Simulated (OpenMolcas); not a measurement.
W4+: moving or changing the point charges

W4+ among 8 point charges of -1.2 e arranged as a cube (Oh), 1.8 Å from the ion.
```
   1.0392    1.0392    1.0392  -1.20
   1.0392    1.0392   -1.0392  -1.20
   1.0392   -1.0392    1.0392  -1.20
   1.0392   -1.0392   -1.0392  -1.20
  -1.0392    1.0392    1.0392  -1.20
  -1.0392    1.0392   -1.0392  -1.20
  -1.0392   -1.0392    1.0392  -1.20
  -1.0392   -1.0392   -1.0392  -1.20
```

| Property | Result |
| --- | --- |
| Program | OpenMolcas 26.06 |
| Method | SS-CASPT2, IPEA 0.25 Eh, imaginary shift 0.1 Eh (closed shells correlated: 4f 5s 5p) |
| Basis | ANO-RCC-VDZP [7s6p4d2f1g] |
| Scalar Hamiltonian | DKH2, point nucleus |
| Active space | 2 electrons in 5 orbitals (5d) |
| State averaging | 2S+1 = 3 even, 10 roots; 2S+1 = 1 even, 15 roots |
| Spin-orbit coupling | RASSI with atomic mean-field integrals over the reference wave functions |

Runs around this geometry, states (labels of O, the rotations of Oh). Energies in cm-1 above the lowest state or level, χT in cm3 K/mol.

```json
{"R (Å)": "1.8", "q (e)": "-0.96", "Ground state": "3A2", "First state of that spin": "3T2 11190", "First gap with spin-orbit (degeneracies)": "6110 (3, 2)", "χT at 300 K": "0.186", "First state of another spin": "1E 10050"}
{"R (Å)": "1.8", "q (e)": "-1.2", "Ground state": "3A2", "First state of that spin": "3T2 14470", "First gap with spin-orbit (degeneracies)": "7470 (3, 2)", "χT at 300 K": "0.303", "First state of another spin": "1E 9850"}
{"R (Å)": "1.96", "q (e)": "-1.2", "Ground state": "3A2", "First state of that spin": "3T2 9880", "First gap with spin-orbit (degeneracies)": "5300 (3, 2)", "χT at 300 K": "0.137", "First state of another spin": "1E 10080"}
```

Taking the first state of the same spin as R^-n, n = -ln(9880 / 14470) / ln(1.96 / 1.8) = 4.5 between the shortest and longest distance.

Scaling the charges by -0.96 / -1.2 = 0.80 scales the first state of the same spin by 11190 / 14470 = 0.77; with fixed orbitals a first-order splitting would follow the charge.

Roots that are degenerate in the reference are averaged as groups; the widest CASPT2 spread within a group is 360 cm-1 (the 3-fold group of multiplicity 1 near 21100 cm-1 above the lowest state of its run, R = 1.8, q = -0.96). Shifts and gaps below about the spread of the groups concerned are not significant. Free-ion shares, where given, are those of the reference states; single-state CASPT2 does not remix them. Point charges carry no covalency, so the field is a model and not that of real ligands. No measured value stands beside these numbers.
